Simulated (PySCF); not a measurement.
Ga₂O: calculation against measurement

Isolated Ga₂O, optimised in PySCF with density fitting and no spin–orbit coupling; def2 sets carry scalar-relativistic core potentials from Rb on. It is a singlet of D∞h symmetry: PBE0/def2-TZVP O–Ga 1.801 Å (×2).

Measured fundamentals (Jacox, Vibrational and Electronic Energy Levels of Polyatomic Transient Molecules, as compiled in the NIST Chemistry WebBook) beside computed harmonic wavenumbers, in cm⁻¹:

```json
{"mode as compiled": "Sigmau+ asym. stretch", "computed symmetry": "σu+", "measured": "822.3", "medium": "argon matrix", "PBE0/def2-TZVP": "848"}
```

How close does the calculation come?

Mean absolute differences: PBE0/def2-TZVP 3.1 %. The mean ratio of measured to computed values at PBE0/def2-TZVP is 0.970. Harmonic values should lie a little above fundamentals; matrices shift bands further, usually down by up to a few per cent.
